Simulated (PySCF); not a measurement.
CH4Se2, SMILES C[Se][SeH]. Heavy atoms are numbered as in [Se:1]([CH3:2])[SeH:6]. Hydrogens are named by the atom that carries them.

Coordinates come from a B3LYP-D3(BJ)/def2-SVP optimisation. One conformer was computed; it need not be the lowest.

Level of theory: PySCF with PBE0/pcSseg-1.

GIAO shieldings, no solvent; atoms alike by connectivity are averaged. δ = σ(ref) − σ: ⁷⁷Se against Me2Se (σ = 1740.1 ppm); ¹³C against TMS (σ = 186.3 ppm); ¹H against TMS (σ = 31.56 ppm), references at their B3LYP-D3(BJ)/def2-TZVP geometries, non-relativistic.

Computed chemical shifts:
```tsv
nucleus	atoms	count	δ (ppm)
⁷⁷Se	Se1	1	237.5
⁷⁷Se	Se6 (SeH)	1	101.5
¹³C	C2 (CH3)	1	27.6
¹H	H on Se6	1	3.81
¹H	H on C2	3	2.46
```
